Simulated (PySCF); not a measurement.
C2H8BFSSi, singlet, at a GFN2-xTB geometry, with bond 7-1 at 1.4 times its length; PySCF with CASSCF(2,3)+NEVPT2/STO-3G.

Input for PySCF:
```python
from pyscf import gto, scf, mcscf, mrpt
import numpy

mol = gto.Mole()
mol.atom = '''
    Si    1.66907317    0.22703757   -0.55610327
    F     1.62599108    1.65935182    0.17828158
    S     0.21935744   -1.09259282    0.30825175
    B    -1.39021116   -0.30720877    0.18451340
    C    -2.61674988   -1.06019257    0.83114778
    C    -1.58377147    1.08051380   -0.54449456
    H     1.28153589    0.64907303   -2.50259935
    H     2.94716373   -0.35900216   -0.22608730
    H    -3.05999900   -0.45662418    1.62331160
    H    -3.40857930   -1.21929699    0.09964137
    H    -2.35970595   -2.02605448    1.25909305
    H    -1.27139684    1.03298270   -1.58832250
    H    -0.97940908    1.86129822   -0.08339506
    H    -2.61681333    1.42111486   -0.53138608
'''
mol.basis = 'sto-3g'
mol.verbose = 3
mol.build()

mf = scf.RHF(mol)
mf.kernel()
mc = mcscf.CASSCF(mf, 3, 2)
mc.fix_spin_(ss=0.0)
mc.kernel()
occ = numpy.linalg.eigvalsh(mc.fcisolver.make_rdm1(mc.ci, mc.ncas, mc.nelecas))[::-1]
ss = mc.fcisolver.spin_square(mc.ci, mc.ncas, mc.nelecas)[0]
print('natural occupations', occ.round(4), ' <S^2>', round(ss, 4))
e2 = mrpt.NEVPT(mc).kernel()
print('E(NEVPT2) = %.10f' % (mc.e_tot + e2))
```

What the program printed (banner, timings and long lists left out):

```
converged SCF energy = -880.662823330488
CASSCF energy = -880.704219990110
CASCI E = -880.704219990110  E(CI) = -1.21898595195114  S^2 = 0.0000000
natural occupations [1.8804 0.1196 0.    ]  <S^2> 0.0

WARN: Active orbitals [2] (occs = [3.690572e-07]) are canonicalized with external orbitals

Sr    (-1)',   E = -0.00000052952352
Si    (+1)',   E = -0.00018567583640
Sijrs (0)  ,   E = -0.17098280847028
Sijr  (+1) ,   E = -0.02853231680085
Srsi  (-1) ,   E = -0.00269320833519
Srs   (-2) ,   E = -0.00014118319394
Sij   (+2) ,   E = -0.00430945211768
Sir   (0)' ,   E = -0.00202472692956
Nevpt2 Energy = -0.208869901207416
E(NEVPT2) = -880.9130898913
```
